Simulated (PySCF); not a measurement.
C₃H₉AsSi₂.
SMILES: `CC#C[SiH2][AsH][SiH3]`

Torsions of this conformer, `[CH3:1][C:2]#[C:3][SiH2:4][AsH:5][SiH3:6]`: C3–Si4–As5–Si6 57°.

The closed-shell ground state was solved at several levels (PySCF, density fitting, gas phase). One conformer (not necessarily the lowest) at the PBE0-D3(BJ)/def2-SVP geometry, without solvent, vibrations or thermal averaging. Relativistic effects, spin–orbit coupling among them, are left out although an element past zinc is present.

| level | basis functions | total energy (Eh) | HOMO (eV) | LUMO (eV) | gap (eV) | dipole (D) |
| --- | --- | --- | --- | --- | --- | --- |
| PBE0/pcSseg-1 | 185 | -2933.6215 | -7.20 | -0.29 | 6.91 | 1.78 |
| B3LYP/pcSseg-1 | 185 | -2934.3894 | -6.97 | -0.45 | 6.52 | 1.70 |

Problem. Estimate the row for B3LYP/def2-SVPD, a basis of 218 functions; the other rows only guide the guess.

Solution. Total energy -2934.1085 Eh, HOMO -6.94 eV, LUMO -0.55 eV, gap 6.39 eV, dipole 1.68 D.

Problem. Over all these levels, which gives the widest orbital gap and which the narrowest?

Solution. PBE0/pcSseg-1 (global hybrid, 25 % exact exchange) has the widest, 6.91 eV, and B3LYP/def2-SVPD (global hybrid, 20 % exact exchange) the narrowest, 6.39 eV. Functional and basis both differ between the two, so the spread mixes both effects.

Problem. How far do the dipole and the HOMO energy spread over the levels?

Solution. The dipole runs from 1.68 to 1.78 D (mean 1.72 D) and the HOMO from -7.20 to -6.94 eV.
